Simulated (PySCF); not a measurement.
# Mayer bond orders and bond lengths

Compound: C8H11ClSi.
Atom-mapped SMILES: `[CH3:1]/[C:2]1=[CH:3]/[C:4]([Cl:5])=[CH:6]\[CH:7]=[CH:8]/[SiH2:9][CH2:10]1` (hydrogens: H11, H12, H13 on C1; H14 on C3; H15 on C6; H16 on C7; H17 on C8; H18, H19 on Si9; H20, H21 on C10)

Structure used (GFN2-xTB), in Å, numbered top down from 1:
```
atom  x, y, z in Å
C1     2.483   -0.134    0.840
C2     1.271    0.209    0.036
C3     0.665    1.392    0.154
C4    -0.486    1.821   -0.623
Cl5   -0.122    3.223   -1.617
C6    -1.746    1.379   -0.639
C7    -2.383    0.371    0.188
C8    -1.991   -0.851    0.562
Si9   -0.512   -1.891    0.073
C10    0.773   -0.854   -0.875
H11    2.324   -1.075    1.365
H12    3.342   -0.265    0.183
H13    2.716    0.642    1.565
H14    1.098    2.161    0.783
H15   -2.449    1.926   -1.258
H16   -3.368    0.703    0.511
H17   -2.693   -1.390    1.190
H18    0.113   -2.432    1.290
H19   -0.946   -3.017   -0.768
H20    0.304   -0.417   -1.755
H21    1.597   -1.483   -1.207
```

Bond orders from the PBE0/pcSseg-1 density (PySCF). Isolated species at its GFN2-xTB geometry (one conformer only).

(1) Where do the orders between heavy atoms depart from those drawn in the SMILES?

(2) Set the Mayer orders of the bonds beside their lengths.

Answers

(1) The largest departure is 0.248, at C4–C6 (drawn double, 1.752). Drawn single, order above 1.12: C6–C7 (1.137).

(2) 
```csv
bond,drawn as,length (Å),Mayer order
C1–C2,single,1.495,1.070
C2–C3,double,1.335,1.782
C3–C4,single,1.453,1.054
C4–Cl5,single,1.757,1.071
C4–C6,double,1.336,1.752
C6–C7,single,1.451,1.137
C7–C8,double,1.337,1.886
C8–Si9,single,1.873,0.899
Si9–C10,single,1.904,0.881
C10–C2,single,1.486,1.058
C1–H11,single,1.089,0.943
C1–H12,single,1.090,0.941
C1–H13,single,1.087,0.961
C3–H14,single,1.083,0.930
C6–H15,single,1.085,0.918
C7–H16,single,1.089,0.933
C8–H17,single,1.085,0.920
Si9–H18,single,1.471,0.941
Si9–H19,single,1.471,0.935
C10–H20,single,1.089,0.930
C10–H21,single,1.089,0.940
```

By pair of heavy elements: C–C: lowest C3–C4 (1.054, 1.453 Å), highest C7–C8 (1.886, 1.337 Å). C–Si: all 2 within 0.02 of one another (0.881 to 0.899).

Q: Sum the orders of all bonds at each heavy atom with more than one neighbour and set the sums beside the valence in the SMILES.

A: C1 3.915 (drawn 4), C2 3.910 (drawn 4), C3 3.766 (drawn 4), C4 3.877 (drawn 4), C6 3.807 (drawn 4), C7 3.956 (drawn 4), C8 3.705 (drawn 4), Si9 3.656 (drawn 4), C10 3.809 (drawn 4). Orders between atoms that aren't bonded are not in these sums.

Mayer orders depend on the basis set.
